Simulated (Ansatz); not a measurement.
The cluster Be5⁺. Charge 1, multiplicity 2. Geometry PBE/def2-TZVP; atoms count from 1.

Cartesian coordinates in Å:
```
Be 0.7055 0.9610 0.0396
Be -0.7982 -0.1181 -0.8785
Be 1.1862 -0.8311 -0.9660
Be -1.1862 0.8311 0.9661
Be 0.0926 -0.8429 0.8389
```

The structure comes from a short search, and lower isomers may exist.

(1) Estimate the Mulliken populations from the PBE0/def2-TZVP orbitals of Ansatz.

(2) Where does the spin sit?

(3) And the Mayer bond orders between bonded heavy atoms (over 0.3)?

Answers

(1) 
```
atom  charge (e)  spin (α − β)
 Be1        0.21          0.06
 Be2        0.21          0.06
 Be3        0.18          0.40
 Be4        0.18          0.40
 Be5        0.21          0.06
```
Mulliken values and Mayer orders depend strongly on the basis.

(2) Summed by element: Be 1.00, of 1 unpaired in all. Largest on single atoms: Be3 0.40, Be4 0.40, Be2 0.06.

(3) Be1–Be2 0.65 (2.07 Å); Be1–Be3 0.64 (2.11 Å); Be1–Be4 0.64 (2.11 Å); Be1–Be5 0.65 (2.07 Å); Be2–Be3 0.64 (2.11 Å); Be2–Be4 0.64 (2.11 Å); Be2–Be5 0.65 (2.07 Å); Be3–Be5 0.64 (2.11 Å); Be4–Be5 0.64 (2.11 Å). Values over 0.3 also appear between atoms too far apart for a bond (Be3–Be4 0.39 at 3.48 Å); they arise where an orbital or an unpaired electron spreads over both atoms.
